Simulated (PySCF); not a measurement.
Species: C7H9NOSi.
Atom-mapped SMILES: `[CH:1]#[C:2][C@@H:3]1[SiH2:4][CH2:5][CH2:6][O:7][C@H:8]1[C:9]#[N:10]`

Definitions: NICS(0) = −σiso at the ring centroid; NICS(1) = −σiso and NICS(1)zz = −σzz at ±1 Å along the ring normal z. Level: GIAO PBE0/pcSseg-1 (PySCF, non-relativistic, gas phase) on the GFN2-xTB geometry, one conformer.

Ring bond lengths (Å), with Mayer bond orders in brackets: C3–Si4 1.922 (0.80), Si4–C5 1.900 (0.91), C5–C6 1.530 (1.03), C6–O7 1.413 (0.90), O7–C8 1.411 (0.96), C8–C3 1.551 (0.95).

Task: What do the NICS probes read (ppm)?

Result: 
| ring | type | NICS(0) | NICS(1), two faces | NICS(1)zz, two faces | rms pucker (Å) | centre to ring atoms, mean (Å) |
| --- | --- | --- | --- | --- | --- | --- |
| C3–Si4–C5–C6–O7–C8 | 6-membered ring with O and Si; formal bonds all single | -2.5 | -1.9 / -1.7 | 1.2 / 2.8 | 0.24 | 1.55 |

Task: What do they say, and how far can they be read as aromaticity?

Result: 
- C3–Si4–C5–C6–O7–C8: mean NICS(1)zz 2.0 ppm, near zero. C3, Si4, C5, C6, C8 have four or more neighbours, so the value isn't read as a sign of a π ring current.

Task: What field does 9.4 T along the ring normal induce along that normal at the second NICS(1) probe listed for ring C3–Si4–C5–C6–O7–C8, 1 Å off the ring?

Result: NICSzz × B0 = 2.8 ppm × 9.4 T = 26 μT, along the applied field.

Task: Give the inner angles of the rings and the Hirshfeld charges of the ring atoms.

Result: 
- C3–Si4–C5–C6–O7–C8: C3 109.3° (-0.101 e), Si4 101.6° (+0.349 e), C5 109.4° (-0.166 e), C6 113.5° (+0.004 e), O7 116.3° (-0.128 e), C8 114.5° (+0.069 e); sum 664.6° against 720° for a flat convex ring.

Time: 54 s; peak memory 1.1 GiB. Hardware: Arm Neoverse V1, one thread, shared host with 32 logical CPUs at a one-minute load of 25. This is the whole shielding run at PBE0/pcSseg-1, SCF included.
